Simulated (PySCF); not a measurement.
CH2N, charge +1, singlet, geometry from GFN2-xTB. Base run: SVWN5/3-21G (PySCF).

PySCF was given this input:
```python
from pyscf import gto, scf, dft

mol = gto.M(
    atom='''
C    -0.000000   -0.000000   -0.600338
N     0.000000    0.000000    0.532669
H    -0.000000   -0.000000   -1.674892
H     0.000000    0.000000    1.548235
''',
    basis='3-21g',
    charge=1,
    spin=0,
    verbose=4,
)

mf = dft.RKS(mol)
mf.xc = 'lda,vwn'
mf.kernel()
```

Variants of this job, named by their change:

```
change                                     ΔE vs base (µEh)  grid points  electrons on the grid
-----------------------------------------  ----------------  -----------  ---------------------
base                                                    0.0        47640               14.00000
grids.prune = dft.gen_grid.sg1_prune                  -10.7        21264               14.00000
grids.level = 2                                         0.0        32944               14.00000
grids.becke_scheme = stratmann                         -1.6        47640               14.00000
grids.level = 1                                        -2.5        15248               13.99999
grids.prune = dft.gen_grid.treutler_prune              -2.1        41304               14.00000
small_rho_cutoff = 0                                    0.0        47640               14.00000
grids.radi_method = delley                              0.1        51056               14.00000
grids.atom_grid = (30, 110)                           -10.0         9840               13.99994
grids.level = 7                                        -1.0       271744               14.00000
grids.atom_grid = (50, 194)                            -5.3        26248               14.00001
```
